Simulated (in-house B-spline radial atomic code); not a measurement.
Radial electron density of Mo II (Mo+), [Kr] 4d5. Method: Dirac-Kohn-Sham LC-wPBE, spherical fractional occupations, Fermi nucleus of rms radius 4.4091 fm. Calculated with an all-electron radial atomic-structure program (B-spline basis).

Caution: exact exchange at fractional occupations of open shells leaves self-interaction of up to several eV.

Columns: r (bohr), 4πr²n(r) (electrons per bohr), bar.

```
 0.00132    1.379 #
 0.00161    1.964 #
 0.00198    2.823 ##
 0.00242    3.986 ###
 0.00297     5.62 ####
 0.00364    7.825 #####
 0.00446    10.75 #######
 0.00546    14.53 ##########
 0.00669     19.3 #############
  0.0082    25.05 #################
    0.01    31.45 #####################
  0.0123    38.52 ##########################
  0.0151    45.18 ##############################
  0.0185    50.41 ##################################
  0.0227    53.25 ####################################
  0.0278    53.05 ####################################
   0.034    50.28 ##################################
  0.0417     46.7 ###############################
  0.0511    45.23 ##############################
  0.0626    48.29 #################################
  0.0767    55.68 ######################################
   0.094    63.35 ###########################################
   0.115    65.31 ############################################
   0.141    58.63 #######################################
   0.173    47.46 ################################
   0.212    40.99 ############################
    0.26    43.74 #############################
   0.318    49.46 #################################
    0.39    47.57 ################################
   0.478    35.27 ########################
   0.586    20.69 ##############
   0.718    12.58 ########
   0.879    11.31 ########
    1.08    11.49 ########
    1.32    9.593 ######
    1.62    6.263 ####
    1.98    3.463 ##
    2.43    1.711 #
    2.98    0.793 #
    3.65   0.3342 
    4.47   0.1178 
    5.48  0.03157 
    6.71    0.006
```

On this grid the curve has 4 maxima, near 0.0227, 0.115, 0.318, 1.08 bohr.

The 4p1/2 radial function P(r) = rR(r), positive near the nucleus, with its small component Q(r) (sign convention: Q ≈ (P' + κP/r)/2c):

```json
{"r (bohr)": "0.00107", "P": "0.001156", "Q": "0.004477"}
{"r (bohr)": "0.00161", "P": "0.002016", "Q": "0.006504"}
{"r (bohr)": "0.00242", "P": "0.003637", "Q": "0.009365"}
{"r (bohr)": "0.00364", "P": "0.006777", "Q": "0.01333"}
{"r (bohr)": "0.00546", "P": "0.01286", "Q": "0.01861"}
{"r (bohr)": "0.0082", "P": "0.0247", "Q": "0.0253"}
{"r (bohr)": "0.0123", "P": "0.04705", "Q": "0.03299"}
{"r (bohr)": "0.0185", "P": "0.08761", "Q": "0.04041"}
{"r (bohr)": "0.0278", "P": "0.154", "Q": "0.04463"}
{"r (bohr)": "0.0417", "P": "0.2449", "Q": "0.04139"}
{"r (bohr)": "0.0626", "P": "0.329", "Q": "0.02691"}
{"r (bohr)": "0.094", "P": "0.3181", "Q": "0.002708"}
{"r (bohr)": "0.141", "P": "0.09676", "Q": "-0.01926"}
{"r (bohr)": "0.212", "P": "-0.3105", "Q": "-0.02238"}
{"r (bohr)": "0.318", "P": "-0.5348", "Q": "-0.004908"}
{"r (bohr)": "0.478", "P": "-0.1385", "Q": "0.01231"}
{"r (bohr)": "0.718", "P": "0.6585", "Q": "0.01231"}
{"r (bohr)": "1.08", "P": "1.027", "Q": "0.003101"}
{"r (bohr)": "1.62", "P": "0.6785", "Q": "-0.001366"}
{"r (bohr)": "2.43", "P": "0.2209", "Q": "-0.0008901"}
{"r (bohr)": "3.65", "P": "0.03251", "Q": "-0.0001554"}
{"r (bohr)": "5.48", "P": "0.002016", "Q": "-9.107e-06"}
```
